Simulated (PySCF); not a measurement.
**[La(H2O)2]3+ at several levels of theory**

Computed with PySCF 2.14.0 (density fitting, no spin-orbit coupling) at the geometry relaxed with PBE0:

```xyz
7
[La(H2O)2]3+ (singlet)
La    1.0997    0.1497   -0.0065
O    -0.1830    0.0607    1.9856
H     0.1418    0.1379    2.9177
H    -1.1565   -0.0687    2.1051
O    -0.1848   -0.0889   -1.9837
H     0.1356   -0.3652   -2.8789
H    -1.1482    0.0749   -2.1394
```

```
level                                              basis    state  HOMO (eV)  gap (eV)  charge on La1 (e)  population of f-type functions on La1 (core shells left out)  dipole about the centre of mass (D)  largest force component (eV/Å)
 PBE0     La def2-SVP with ECP46, O def2-SVP, H def2-SVP  singlet     -25.73      7.70               2.27                                                          0.08                                 2.33                            0.01
TPSSh                                           the same  singlet     -24.73      6.36               2.25                                                          0.08                                 2.41                            0.25
 PBE0  La def2-TZVP with ECP46, O def2-TZVP, H def2-TZVP  singlet     -25.76      7.74               2.38                                                          0.08                                 2.31                            0.28
```

Charges are Mulliken's, which hang on the basis. The relaxation used the grid (50, 194), these runs (75, 302) or, all-electron (x2c bases, spin-free X2C Hamiltonian), (99, 590).

What does PBE with La def2-SVP with ECP46, O def2-SVP, H def2-SVP give here?

state singlet, HOMO (eV) -23.97, gap (eV) 5.04, charge on La1 (e) 2.18, population of f-type functions on La1 (core shells left out) 0.08, dipole about the centre of mass (D) 2.64, largest force component (eV/Å) 0.49. Time: 3.2 s on 2 threads of Arm Neoverse V2, with other jobs on the host, from an already converged density.

In the first row's basis the gap widens with exact exchange: 5.0 eV for PBE (none); 6.4 to 7.7 eV for TPSSh, PBE0 (a fixed share).
